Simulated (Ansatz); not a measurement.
A nudged elastic band was laid between two geometries of BFH3N + H2O (9 atoms, charge 0, multiplicity 1).

Method: RKS PBE-D4/def2-SVP in Ansatz.

```yaml
movable_images: 9
climbing_image: yes
spring: 5.0 eV/Å²
optimiser: quadratic models (default)
start_path: through a guess of the saddle point
force_threshold: 0.03 eV/Å
iteration_limit: 60
end_points: relaxed
```

Image 0:

```xyz
9
Properties=species:S:1:pos:R:3
B 0.072 -0.299 0.285
N 0.078 -0.309 1.699
H -0.758 -0.516 2.245
H 0.943 -0.287 2.243
F 1.233 -0.206 -0.381
H -0.971 -0.433 -0.329
O -0.390 2.496 0.605
H -1.307 2.365 0.300
H -0.297 1.788 1.276
```

Image 10:

```xyz
9
Properties=species:S:1:pos:R:3
B -0.199 0.479 0.226
N 0.100 0.119 1.835
H -0.777 -0.052 2.346
H 0.711 -0.702 1.928
F 1.085 0.424 -0.345
H -0.938 -0.438 -0.173
O -0.761 1.788 0.349
H -1.186 2.046 -0.484
H 0.568 0.935 2.260
```

What changes between the two ends?

Bonds broken: O7–H9. Bonds formed: B1–O7, N2–H9. BFH3N + H2O becomes BFH5NO.

What energy profile does the band end with?

The run converged. The highest image is number 4 of 0 to 10, 24.4 kJ/mol above the first end and 87.9 kJ/mol above the last; the last end lies 63.5 kJ/mol below the first. A vibrational analysis at the climbing image gives one clearly imaginary mode, 922i cm⁻¹: a first-order saddle point. The orbitals stay closed-shell, which can raise the energy where a bond breaks towards radicals; this wasn't checked here.

| image | path coordinate (Å) | energy (kJ/mol) | O7–H9 (Å) | B1–O7 (Å) | N2–H9 (Å) |
| --- | --- | --- | --- | --- | --- |
| 0 | 0.00 | 0.0 | 0.98 | 2.85 | 2.17 |
| 1 | 0.34 | 1.5 | 0.98 | 2.58 | 2.16 |
| 2 | 0.68 | 7.1 | 0.99 | 2.18 | 2.02 |
| 3 | 1.03 | 13.6 | 1.02 | 1.82 | 1.76 |
| 4 | 1.37 | 24.4 | 1.17 | 1.63 | 1.40 |
| 5 | 1.78 | -18.9 | 1.61 | 1.50 | 1.09 |
| 6 | 2.19 | -51.1 | 2.07 | 1.44 | 1.03 |
| 7 | 2.60 | -59.3 | 2.27 | 1.43 | 1.03 |
| 8 | 3.01 | -62.2 | 2.29 | 1.43 | 1.03 |
| 9 | 3.43 | -63.2 | 2.36 | 1.43 | 1.03 |
| 10 | 3.84 | -63.5 | 2.48 | 1.43 | 1.03 |

What is the geometry of the highest image?


```xyz
9
Properties=species:S:1:pos:R:3
B -0.052 0.220 0.260
N -0.010 0.062 1.821
H -0.727 -0.536 2.244
H 0.912 -0.200 2.191
F 1.160 -0.016 -0.340
H -1.047 -0.261 -0.281
O -0.243 1.836 0.417
H -1.139 2.096 0.131
H -0.250 1.400 1.500
```

What are the harmonic wavenumbers there?

922i, 286, 358, 408, 568, 605, 696, 764, 811, 852, 954, 1050, 1120, 1242, 1469, 1509, 1904, 2458, 3446, 3548, 3723 cm⁻¹.

The band took 14 iterations and about 7 core-minutes.

Run time: 7.1 min on 1 thread of Arm Neoverse N1 (shared host), peak memory 0.11 GiB.
